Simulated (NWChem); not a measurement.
CHOS cation; SMILES S=C=[OH+]

```xyz
4

O     -0.1183     1.6407     0.0000
C      0.0035     0.4198     0.0000
S      0.0224    -1.0742     0.0000
H      0.6846     2.2048     0.0000
```
Atoms are numbered in this order, from 1.

Results from NWChem. Geometry optimised at PBE0-D3(BJ)/def2-TZVP; all other runs use it. Pople sets run with spherical d functions. Vzz has the sign of the potential's second derivative.

```
quantity                                                                 level       value
-------------------------------------------------------  ---------------------  ----------
orbital gap (eV)                                                    PBE/6-31G*        4.98
cavity-dispersion-structure term (kcal/mol) in n-hexane        PBE/6-31G*, SMD        -0.5
vertical, lowest excitation, singlet (eV)                 PBE/aug-cc-pVDZ, TDA        5.14
charge (e), Mulliken S3                                         B3LYP/def2-SVP  (withheld)
isotropic polarisability (bohr³) at 1065 nm                     PBE0/def2-SVPD  (withheld)
Vzz O1 (a.u.)                                                      PBE0/6-31G*  (withheld)
highest harmonic frequency (cm⁻¹)                        PBE0-D3(BJ)/def2-TZVP        3607
```

Q: Fill in the missing entries.

A: 
- charge (e), Mulliken S3, value: 0.41
- isotropic polarisability (bohr³) at 1065 nm, value: 28.9
- Vzz O1 (a.u.), value: 1.460
